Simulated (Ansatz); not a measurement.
Born–Oppenheimer molecular dynamics of a periodic cell of 13 atoms, LiMg₁₂ (host Mg, host structure hcp, interstitial Li). It goes on from the last frame of an earlier run, with new velocities.

Theory: DFT PBEsol, scalar-relativistic, plane waves, PAW in Ansatz 0.2.0. Settings: accuracy low, cutoff 420 eV, k mesh 2x2x2, fermi-dirac smearing 0.15 eV, no spin polarisation.

```json
{"ensemble": "NVT, Nosé–Hoover chain", "time step": "6 fs", "steps asked": "150", "set temperature": "1680 K", "thermostat": "time constant 50 fs, chain length 5", "seed": "624102"}
```

Frames 30 fs apart, positions in Å, forces in eV/Å.

Velocities at 360.0 fs (Å/ps):

```
Mg 4.33 -5.19 5.21
Mg -2.14 -6.55 -4.36
Mg 0.05 5.54 -2.14
Mg 0.35 9.56 0.12
Mg 8.97 -4.20 5.62
Mg -2.58 -5.63 -0.70
Mg -5.11 12.42 8.33
Mg 3.85 6.06 -2.46
Mg -11.31 -4.47 -11.31
Mg -1.10 1.03 0.95
Mg 2.45 -1.94 2.15
Mg 1.79 -5.03 -4.55
Li 1.49 -5.54 11.06
```

```xyz
13
Lattice="6.4200 0.0000 0.0000 -4.8150 8.3398 0.0000 0.0000 0.0000 5.2130" Properties=species:S:1:pos:R:3:forces:R:3 time_fs=360.0 energy_less_start_eV=1.342 T=917
Mg -0.539 1.271 1.168 -1.09 0.51 -0.76
Mg 0.175 1.284 3.634 0.23 0.16 0.97
Mg -2.129 3.075 -0.534 0.40 -0.89 -0.29
Mg -0.961 4.082 2.116 0.36 -0.36 0.67
Mg -2.882 5.601 -0.380 0.45 0.40 0.20
Mg -3.574 7.878 1.595 0.46 -1.98 0.27
Mg 3.585 0.211 -0.173 -0.21 -0.65 -0.40
Mg 3.082 1.292 2.383 0.54 1.13 0.66
Mg 1.646 3.076 0.449 -0.82 -0.87 -1.37
Mg 2.662 4.390 2.309 -0.31 1.14 1.29
Mg -0.208 5.269 -0.244 0.44 -0.33 -0.05
Mg -0.380 6.943 2.677 -0.06 0.36 -0.87
Li 0.003 -1.552 4.519 -0.40 1.37 -0.32
13
Lattice="6.4200 0.0000 0.0000 -4.8150 8.3398 0.0000 0.0000 0.0000 5.2130" Properties=species:S:1:pos:R:3:forces:R:3 time_fs=390.0 energy_less_start_eV=0.585 T=2071
Mg -0.598 1.198 1.160 -0.20 -0.02 0.04
Mg 0.138 1.088 3.685 -0.17 0.12 -0.83
Mg -2.045 3.049 -0.628 0.24 -0.30 0.47
Mg -0.904 4.260 2.237 -0.06 -1.13 0.11
Mg -2.610 5.620 -0.175 -0.71 0.62 -0.35
Mg -3.536 7.405 1.686 0.16 0.43 1.12
Mg 3.374 0.454 -0.052 -0.41 -1.14 -0.79
Mg 3.239 1.656 2.441 -0.53 -0.03 0.06
Mg 1.264 2.849 -0.063 1.50 0.55 0.60
Mg 2.514 4.567 2.479 -0.69 0.01 0.02
Mg -0.009 5.188 -0.221 0.80 0.60 -0.32
Mg -0.321 6.900 2.421 0.07 0.96 -0.08
Li -0.094 -1.073 4.624 -0.02 -0.69 -0.04
13
Lattice="6.4200 0.0000 0.0000 -4.8150 8.3398 0.0000 0.0000 0.0000 5.2130" Properties=species:S:1:pos:R:3:forces:R:3 time_fs=420.0 energy_less_start_eV=1.235 T=1931
Mg -0.782 1.160 1.093 0.59 0.04 -0.41
Mg 0.050 0.914 3.519 -0.23 -0.24 -0.32
Mg -1.853 2.904 -0.550 -0.31 0.82 0.94
Mg -0.837 4.123 2.410 -0.09 0.01 -0.83
Mg -2.474 5.831 -0.076 0.01 -0.71 -0.63
Mg -3.398 6.985 2.156 0.32 2.07 0.34
Mg 3.000 0.352 -0.179 -0.01 -0.26 -0.06
Mg 3.252 2.091 2.502 -0.60 -0.79 -1.17
Mg 1.281 2.752 -0.491 0.94 0.34 1.10
Mg 2.095 4.753 2.737 -0.18 -1.09 -0.35
Mg 0.447 5.253 -0.271 -1.16 -0.76 0.79
Mg -0.236 7.139 2.079 -0.17 -0.42 0.49
Li -0.225 -1.158 4.771 0.89 0.98 0.11
13
Lattice="6.4200 0.0000 0.0000 -4.8150 8.3398 0.0000 0.0000 0.0000 5.2130" Properties=species:S:1:pos:R:3:forces:R:3 time_fs=450.0 energy_less_start_eV=1.679 T=1616
Mg -0.787 1.137 0.897 0.47 0.03 -0.61
Mg -0.101 0.776 3.241 -0.11 0.92 1.35
Mg -1.770 3.040 -0.242 -0.76 0.85 -1.20
Mg -0.827 3.939 2.346 -0.65 0.07 -0.06
Mg -2.352 5.801 -0.149 -0.11 -0.99 0.52
Mg -3.175 7.137 2.732 0.12 -0.33 -1.46
Mg 2.625 0.167 -0.339 1.63 1.15 0.41
Mg 3.082 2.267 2.216 0.07 -0.88 -0.13
Mg 1.620 2.746 -0.536 -0.36 -0.43 0.74
Mg 1.672 4.696 2.807 1.28 0.73 -1.20
Mg 0.583 5.208 -0.067 -0.50 0.60 0.63
Mg -0.223 7.252 1.894 -0.49 -0.96 0.63
Li 0.462 -0.831 5.218 -0.59 -0.75 0.37
13
Lattice="6.4200 0.0000 0.0000 -4.8150 8.3398 0.0000 0.0000 0.0000 5.2130" Properties=species:S:1:pos:R:3:forces:R:3 time_fs=480.0 energy_less_start_eV=2.402 T=1214
Mg -0.664 1.143 0.548 -0.23 0.07 1.72
Mg -0.268 0.876 3.328 0.19 -0.02 -1.22
Mg -1.897 3.327 -0.286 0.34 -2.34 -1.19
Mg -1.001 3.788 2.272 -0.04 0.27 0.60
Mg -2.314 5.586 -0.091 -0.91 2.30 0.37
Mg -2.940 7.237 2.874 -0.58 -0.47 -0.10
Mg 2.817 0.309 -0.377 1.32 -0.41 0.35
Mg 2.924 2.126 1.918 0.31 -0.73 1.61
Mg 1.819 2.679 -0.388 -1.46 1.21 -1.11
Mg 1.654 4.801 2.563 1.14 0.00 1.05
Mg 0.504 5.224 0.262 0.21 -0.11 -1.98
Mg -0.357 7.097 1.946 0.14 0.47 0.69
Li 0.706 -0.931 6.021 -0.44 -0.24 -0.78
13
Lattice="6.4200 0.0000 0.0000 -4.8150 8.3398 0.0000 0.0000 0.0000 5.2130" Properties=species:S:1:pos:R:3:forces:R:3 time_fs=510.0 energy_less_start_eV=1.119 T=2355
Mg -0.545 1.156 0.672 0.83 0.32 -0.21
Mg -0.397 1.007 3.153 0.38 -0.33 0.98
Mg -1.997 3.078 -0.677 -0.32 0.26 1.33
Mg -1.201 3.750 2.297 0.75 1.00 -1.58
Mg -2.515 5.872 0.112 0.26 -0.56 0.19
Mg -2.902 7.220 2.906 -1.07 0.74 0.29
Mg 3.543 0.425 -0.344 -0.85 -1.05 -0.50
Mg 2.837 1.732 2.075 0.00 0.13 0.30
Mg 1.594 2.909 -0.513 -0.12 -0.79 -0.01
Mg 2.014 4.906 2.582 -0.01 -0.75 0.10
Mg 0.439 5.231 0.032 -1.00 0.10 -0.70
Mg -0.437 7.026 2.233 0.73 -0.12 0.27
Li 0.168 -1.348 6.180 0.42 1.06 -0.45
13
Lattice="6.4200 0.0000 0.0000 -4.8150 8.3398 0.0000 0.0000 0.0000 5.2130" Properties=species:S:1:pos:R:3:forces:R:3 time_fs=540.0 energy_less_start_eV=1.188 T=2275
Mg -0.179 1.328 0.789 0.25 0.80 -0.08
Mg -0.403 1.041 3.227 0.19 -0.07 0.47
Mg -2.161 2.858 -0.773 -0.03 1.24 0.60
Mg -1.189 3.990 1.926 0.53 -0.10 0.07
Mg -2.675 6.104 0.396 0.46 -0.38 -0.10
Mg -3.175 7.401 3.067 -0.42 -0.29 0.08
Mg 4.056 0.153 -0.393 -1.64 -0.77 1.13
Mg 2.779 1.362 2.361 0.42 0.89 -1.09
Mg 1.268 2.951 -0.695 0.75 -0.20 0.11
Mg 2.421 4.787 2.662 -0.50 -0.36 -0.38
Mg 0.077 5.304 -0.485 -0.41 0.10 0.64
Mg -0.304 6.929 2.606 0.10 -0.05 -1.46
Li -0.129 -0.982 5.620 0.30 -0.81 0.00
13
Lattice="6.4200 0.0000 0.0000 -4.8150 8.3398 0.0000 0.0000 0.0000 5.2130" Properties=species:S:1:pos:R:3:forces:R:3 time_fs=570.0 energy_less_start_eV=1.658 T=1432
Mg 0.202 1.614 0.910 -0.54 -1.16 0.99
Mg -0.408 1.056 3.472 -1.21 0.31 -0.31
Mg -2.321 2.989 -0.632 0.23 -0.14 0.36
Mg -0.989 4.202 1.587 0.49 -0.74 1.43
Mg -2.687 6.191 0.635 0.03 -0.16 0.01
Mg -3.530 7.481 3.207 1.11 -0.86 -0.75
Mg 4.019 -0.286 -0.143 -0.61 1.29 0.09
Mg 2.856 1.276 2.322 0.56 0.49 -0.42
Mg 1.236 2.976 -0.889 0.52 0.89 -0.44
Mg 2.634 4.566 2.615 -0.45 0.23 -0.42
Mg -0.402 5.331 -0.753 0.19 -0.80 0.00
Mg -0.117 6.881 2.468 0.22 0.75 -1.25
Li -0.053 -1.228 5.224 -0.55 -0.11 0.72
13
Lattice="6.4200 0.0000 0.0000 -4.8150 8.3398 0.0000 0.0000 0.0000 5.2130" Properties=species:S:1:pos:R:3:forces:R:3 time_fs=600.0 energy_less_start_eV=1.260 T=1221
Mg 0.373 1.538 1.232 0.00 -0.59 -0.98
Mg -0.714 1.130 3.618 0.04 -0.17 0.63
Mg -2.401 3.077 -0.385 -0.15 -0.44 0.47
Mg -0.670 4.167 1.700 0.22 -0.37 0.05
Mg -2.682 6.194 0.808 0.20 -0.17 -0.64
Mg -3.554 7.324 3.172 0.48 0.40 0.40
Mg 3.759 -0.255 0.028 -0.22 1.23 -1.91
Mg 3.095 1.380 2.164 0.20 0.32 0.58
Mg 1.319 3.197 -1.108 -1.08 -0.79 1.05
Mg 2.694 4.451 2.423 0.09 0.06 -0.53
Mg -0.743 5.173 -0.959 0.09 0.90 -0.20
Mg 0.087 7.018 2.069 -0.24 -0.15 2.14
Li -0.297 -1.634 5.353 0.37 -0.23 -1.08
13
Lattice="6.4200 0.0000 0.0000 -4.8150 8.3398 0.0000 0.0000 0.0000 5.2130" Properties=species:S:1:pos:R:3:forces:R:3 time_fs=630.0 energy_less_start_eV=0.409 T=1594
Mg 0.512 1.258 1.265 0.06 -0.48 -0.11
Mg -0.934 1.171 3.893 1.86 0.05 -0.42
Mg -2.500 3.048 -0.044 0.09 0.39 -0.70
Mg -0.314 3.990 1.823 -0.22 -0.06 -1.03
Mg -2.596 6.186 0.768 0.29 0.67 -0.10
Mg -3.379 7.288 3.216 0.15 0.48 -0.10
Mg 3.433 0.116 -0.309 -0.70 -0.46 0.48
Mg 3.367 1.558 2.191 -0.31 -0.43 0.48
Mg 1.112 3.190 -1.007 0.07 -0.25 0.49
Mg 2.720 4.347 2.136 -0.62 -0.14 0.88
Mg -1.048 5.276 -1.202 -0.63 0.14 0.12
Mg 0.219 7.123 2.201 -0.22 0.08 -0.54
Li -0.394 -2.181 4.762 0.17 0.00 0.55
13
Lattice="6.4200 0.0000 0.0000 -4.8150 8.3398 0.0000 0.0000 0.0000 5.2130" Properties=species:S:1:pos:R:3:forces:R:3 time_fs=660.0 energy_less_start_eV=0.926 T=1249
Mg 0.672 0.833 1.244 0.12 0.30 0.30
Mg -0.662 1.164 4.058 -0.38 -1.08 -0.43
Mg -2.560 3.117 0.056 0.37 0.32 -1.04
Mg -0.069 3.800 1.657 -1.18 0.23 0.51
Mg -2.435 6.367 0.739 -0.20 -0.07 0.95
Mg -3.223 7.384 3.208 -1.25 -0.41 -0.64
Mg 2.990 0.430 -0.515 0.90 0.52 1.47
Mg 3.549 1.611 2.364 -0.08 -0.22 -0.53
Mg 0.927 3.093 -0.749 1.02 0.23 -0.51
Mg 2.568 4.244 2.127 0.03 0.85 0.74
Mg -1.470 5.416 -1.448 0.72 -0.89 -0.74
Mg 0.266 7.241 2.241 -0.24 -0.31 -0.47
Li -0.265 -2.703 4.579 0.16 0.52 0.38
13
Lattice="6.4200 0.0000 0.0000 -4.8150 8.3398 0.0000 0.0000 0.0000 5.2130" Properties=species:S:1:pos:R:3:forces:R:3 time_fs=690.0 energy_less_start_eV=1.224 T=1193
Mg 0.828 0.536 1.289 -1.05 1.50 -0.17
Mg -0.430 0.845 4.092 -0.94 -0.06 0.05
Mg -2.495 3.319 -0.172 0.23 0.28 0.24
Mg -0.204 3.676 1.625 -0.60 -0.15 0.49
Mg -2.306 6.519 0.910 0.36 -0.66 -1.46
Mg -3.394 7.379 3.130 0.31 -0.62 1.87
Mg 2.778 0.834 -0.313 1.01 -0.79 -0.50
Mg 3.694 1.586 2.389 -0.08 0.34 -0.45
Mg 1.047 3.053 -0.645 0.07 0.25 -0.60
Mg 2.397 4.387 2.349 -0.08 0.00 -0.46
Mg -1.679 5.303 -1.873 1.19 0.10 0.97
Mg 0.226 7.254 2.106 -0.11 -0.52 -0.10
Li 0.059 -2.667 4.914 -0.31 0.32 0.13
```

Of the whole run (900 fs, mean temperature of the second half 1612 K): The conserved energy stayed within 4.7 meV per atom of its start (net change 1.3 meV per atom), so there is no drift, though single steps change it by up to 32 meV in the whole system, a sign of fast motions only just resolved. A run of 0.9 ps of so small a system gives no equilibrium averages. Limits of this set-up: coarse k mesh, low accuracy level.

Run time: 15 min on 1 thread of Arm Neoverse V2 (shared host), peak memory 0.68 GiB.
